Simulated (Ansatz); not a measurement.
`C[Si](C)(C)C` and `C[Si](C)(C)NN` differ in one atom or group.

Ansatz, PBE0-D4/def2-TZVP geometries, multiplicity 1. Each molecule was computed in one conformer, which needn't be the lowest.

| property | `C[Si](C)(C)C` |
| --- | --- |
| LUMO energy (PBE0/def2-TZVPP) / eV | 0.88 |
| vertical ionisation energy (CCSD(T)/CBS(def2)) / eV | 10.71 |
| LUMO energy (ωB97M-V/def2-TZVPP) / eV | 2.22 |
| size of the dipole moment (ωB97M-V/def2-TZVPP) / D | 0.00 |
| size of the dipole moment (B3LYP/def2-TZVPP) / D | 0.00 |
| HOMO energy (PBE/def2-TZVPP) / eV | -6.99 |

Task: Give the same properties after the change, and the shifts. (Estimate.)

Result: Ansatz gave: 
| property | `C[Si](C)(C)NN` | shift |
| --- | --- | --- |
| LUMO energy (PBE0/def2-TZVPP) / eV | 0.74 | -0.14 |
| vertical ionisation energy (CCSD(T)/CBS(def2)) / eV | 8.98 | -1.73 |
| LUMO energy (ωB97M-V/def2-TZVPP) / eV | 2.09 | -0.13 |
| size of the dipole moment (ωB97M-V/def2-TZVPP) / D | 0.94 | 0.94 |
| size of the dipole moment (B3LYP/def2-TZVPP) / D | 0.93 | 0.93 |
| HOMO energy (PBE/def2-TZVPP) / eV | -5.18 | 1.81 |

With PBE0 the HOMO rises by 1.73 eV and the LUMO falls by 0.14 eV, so the gap narrows by about 1.87 eV. PBE moves the HOMO by 1.81 eV and ωB97M-V by 1.61 eV.

B3LYP here is the variant with VWN-RPA as its local correlation; programs differ in this.
